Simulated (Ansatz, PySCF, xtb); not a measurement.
Torsion H3–S1–Ga2–H4 in GaH3S (SMILES [SH][GaH2]); at each angle all else is relaxed with GFN2-xTB, and the levels are single points there.
Geometry at 0° (charge 0, multiplicity 1):
```tsv
atom	x (Å)	y (Å)	z (Å)
S	1.5010	-0.6110	0.4720
Ga	-0.6344	-0.1836	0.1178
H	1.8743	0.3141	-0.4123
H	-1.0574	0.9196	-0.9160
H	-1.7859	-0.9388	0.8582
```

On the grid 0° to 330°, 90° is the highest and 0° the lowest point at CCSD(T)/CBS(def2-TZVPP, def2-QZVPP).

Correlated levels freeze the cores. Filled d and f shells under p-block atoms count as core. Rows in STO-3G carry no dispersion term and start afresh at each structure; the Pople sets are all-electron and without relativity.

Programs: Ansatz (Gaussian orbitals); PySCF for STO-3G rows, the dispersion terms; xtb for the GFN methods. Each number belongs to the level named beside it.

Question: One of these levels gives 390.0 meV for the energy at 90° less that at 0°. Which one is it?
A. CCSD/def2-QZVPP
B. BLYP-D3(BJ)/def2-TZVPP
C. HF/STO-3G
D. GFN1-xTB

Answer: B, BLYP-D3(BJ)/def2-TZVPP. The others give 115.0 (GFN1-xTB), 569.0 (HF/STO-3G), 327.0 (CCSD/def2-QZVPP)

Ansatz is a quantum-chemistry and plane-wave program.
